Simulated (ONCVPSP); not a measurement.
## Cutoff test, tin (Sn), ONCV

ONCVPSP 4.0.1 input, shortened (lines: element, Z, core and valence counts, functional; n l f; lmax; l rc ep ncon nbas qcut; lloc lpopt rc5 dvloc0; l nproj debl; icmod fcfact rcfact), PBE, scalar-relativistic:

```
  Sn 50.00    9    2        4      upf
    1    0    2.00
    2    0    2.00
    2    1    6.00
    3    0    2.00
    3    1    6.00
    3    2   10.00
    4    0    2.00
    4    1    6.00
    4    2   10.00
    5    0    2.00
    5    1    2.00
    2
    0    1.65    0.00    4    8    3.20
    1    1.65    0.00    4    7    4.70
    2    2.55    0.39    3    7    3.70
    1    5    1.65    0.00
    0    2    1.50
    1    0    3.60
    2    2    0.45
    0    0.00    0.00
```

Problem. For each optimised wave give the share of its norm inside rc, the residual kinetic energy above qcut (Ha) and the cutoffs (Ha) for errors of 10, 1, 0.1 and 0.01 mHa per electron.

Solution.

| wave | norm inside rc | residual KE | 10 mHa | 1 mHa | 0.1 mHa | 0.01 mHa |
| --- | --- | --- | --- | --- | --- | --- |
| 5s | 0.179 | 3.5e-03 | 4.0 | 28.4 | 62.6 | 86.7 |
| s projector 2 | 0.151 | 3.3e-02 | 6.1 | 7.8 | 34.5 | 84.1 |
| 5p | 0.064 | 1.1e-02 | 11.7 | 47.6 | 58.0 | 93.8 |
| d projector 1 | 0.274 | 2.7e-04 | 1.7 | 4.8 | 17.6 | 41.8 |
| d projector 2 | 0.219 | 6.4e-03 | 5.1 | 24.3 | 45.9 | 84.5 |

The occupied waves need 48 Ha and 63 Ha for 1 and 0.1 mHa. Note: ghosts flagged at negative energy: s at -132.5 eV, d at -143.8 eV; GHOST(+) flagged for d at 240.7 eV. A true bound ghost makes a file unfit for plane-wave use.
